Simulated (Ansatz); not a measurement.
Basis-set series for BH$_{7}$O$_{3}$Si$_{2}$, SMILES `OB(O[SiH3])O[SiH3]`. The species carries charge 0 and has multiplicity 1. The geometry is a stationary point of PBE0-D4/def2-TZVP. It is one conformer, not always the lowest.

```csv
functional,basis,functions,energy (Eh),HOMO (eV),LUMO (eV)
PBE0-D4,def2-TZVPP,306,-833.56127,-8.96,-0.07
PBE0-D4,def2-QZVPP,578,-833.59651,-8.98,-0.24
ωB97M-V,def2-TZVPP,306,-833.95709,-11.27,1.47
ωB97M-V,def2-QZVPP,578,-833.98953,-11.29,1.09
```

(1) Give the rows for def2-SVP. (Best estimate.)

Answers

(1) Ansatz gave: 
```tsv
functional	basis	functions	energy (Eh)	HOMO (eV)	LUMO (eV)
PBE0-D4	def2-SVP	127	-833.04856	-8.84	0.56
ωB97M-V	def2-SVP	127	-833.43638	-11.11	2.41
```

Positive LUMOs are unbound and depend on the basis.
